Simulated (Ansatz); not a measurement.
Consider the substitution at a C–Ge bond: `C[CH](Cl)[GeH3]` + CH₃OH → `COC(C)Cl` + GeH₄.

Calculated with Ansatz (gas phase, PBE0-D4/def2-TZVP geometries, no zero-point term in ΔE). CCSD(T)/CBS is the MP2 limit (def2-TZVPP, def2-QZVPP) plus CCSD(T) − MP2 in def2-TZVPP, frozen cores. This one scheme is used for every species. DFT in def2-TZVPP. B3LYP here is the variant with VWN-RPA as its local correlation; programs differ in this. For Ge outer-core shells are correlated without core-valence functions, which leaves a few kJ/mol of doubt a bond. Scalar relativity is left out up to krypton. One conformer a species, not always the lowest.

| level | ΔE (kcal/mol) | difference from CCSD(T)/CBS |
| --- | --- | --- |
| B3LYP-D4 | 2.1 | -3.1 |
| ωB97X-V | 2.2 | -3.0 |
| ωB97M-V | 2.8 | -2.4 |
| B2PLYP | 2.8 | -2.4 |
| r2SCAN | 1.2 | -4.0 |
| B3LYP | 1.7 | -3.5 |
| MP2/def2-TZVPP | 5.5 | 0.3 |
| SCS-MP2/def2-TZVPP | 4.7 | -0.5 |
| CCSD/def2-TZVPP | 4.2 | -1.0 |
| CCSD(T)/def2-TZVPP | 3.9 | -1.3 |
| HF/def2-QZVPP | 1.5 | -3.7 |
| MP2/def2-QZVPP | 6.2 | 1.0 |
| SCS-MP2/def2-QZVPP | 5.4 | 0.2 |
| HF/CBS(def2) | 1.5 | -3.7 |
| MP2/CBS(def2) | 6.8 | 1.6 |
| CCSD/CBS(def2) | 5.5 | 0.3 |
| CCSD(T)/CBS | 5.2 | 0 |

Largest T1 diagnostic among the species: 0.012.

From PBE to PBE0 (25 % exact exchange), in def2-TZVPP and without D4, ΔE moves by +0.8 kcal/mol. In def2-TZVPP, CCSD(T) changes the Hartree–Fock value by +2.4 kcal/mol (the triples alone add −0.3 kcal/mol) and MP2 by +3.9 kcal/mol.
